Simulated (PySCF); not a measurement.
## Trend along group 14: MSe molecules

CCSD(T) with triple-zeta basis sets in PySCF, for the lowest determinant that a PBE0 search found; no spin–orbit coupling. De refers to high-spin ground-configuration atoms.

| M | basis | reference, frozen orbitals | state (unpaired electrons) | Re (Å) | ωe (cm⁻¹) | De (eV) |
| --- | --- | --- | --- | --- | --- | --- |
| C | x2c-TZVPPall | RHF, 10 | singlet (closed shell) | 1.684 | 1031 | 6.04 |
| Si | x2c-TZVPPall | RHF, 14 | singlet (closed shell) | 2.071 | 578 | 5.42 |
| Ge | x2c-TZVPPall | RHF, 18 | singlet (closed shell) | 2.147 | 405 | 5.04 |
| Sn | def2-TZVPP | RHF, 13 | singlet (closed shell) | 2.337 | 330 | 4.52 |
| Pb | def2-TZVPP | RHF, 13 | singlet (closed shell) | 2.422 | 284 | 4.22 |

The shortest bond is that of CSe (1.684 Å), the longest that of PbSe (2.422 Å).

The rows differ in basis set, which adds steps of its own.

Down a group the atoms grow and get heavier, so bonds lengthen and wavenumbers fall; this series shows no clear exception.

Correlated steps freeze the inner cores (10 to 18 orbitals); shallow outer-core shells are correlated. These are scalar-relativistic numbers at best; spin–orbit coupling would shift them, the dissociation energy most. Where the molecule has an RHF reference, its open-shell atoms are computed with UHF. The CCSD T1 diagnostic is raised in CSe, PbSe, a sign that a single reference may not be enough there.
